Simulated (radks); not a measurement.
Mn I, configuration [Ar] 3d4.5 4s2 5s0.5 (fractional occupations, a model configuration). All-electron calculation, non-relativistic Kohn-Sham, PBE, spin-unpolarised, spherical densities, point nucleus. Program: a radial shooting solver on a logarithmic mesh with Libxc functionals.

Normalised radial functions P(r) = r R(r), r in bohr:

r	3s	5s
0.003163	0.0814	0.0062
0.00432	0.1079	0.0082
0.005855	0.1406	0.0107
0.007936	0.1804	0.0138
0.01084	0.2281	0.0174
0.01469	0.2784	0.0213
0.01991	0.3254	0.0249
0.02699	0.3568	0.0272
0.03687	0.3519	0.0268
0.04997	0.2847	0.0216
0.06772	0.1317	0.0099
0.09251	-0.1176	-0.0093
0.1254	-0.4035	-0.0311
0.1699	-0.6144	-0.0467
0.2303	-0.5853	-0.0430
0.3146	-0.1910	-0.0105
0.4264	0.4553	0.0398
0.5779	1.0342	0.0767
0.7895	1.1983	0.0627
1.07	0.9038	-0.0084
1.45	0.4599	-0.0992
1.965	0.1519	-0.1518
2.685	0.0284	-0.1180
3.639	0.0028	0.0078
4.931	0.0001	0.1755
6.737	0.0000	0.3145
9.13	0.0000	0.3661
12.37	0.0000	0.2663
16.77	0.0000	0.1174
22.91	0.0000	0.0272
31.05	0.0000	0.0032

3s: eigenvalue -89.424 eV, 2 radial nodes at r = 0.0809, 0.347 bohr, <r> = 0.857 bohr, 90 % of the charge inside 1.28 bohr. 5s: eigenvalue -1.019 eV, 4 radial nodes at r = 0.0805, 0.337, 1.04, 3.58 bohr, <r> = 9.69 bohr, 90 % of the charge inside 14.0 bohr.
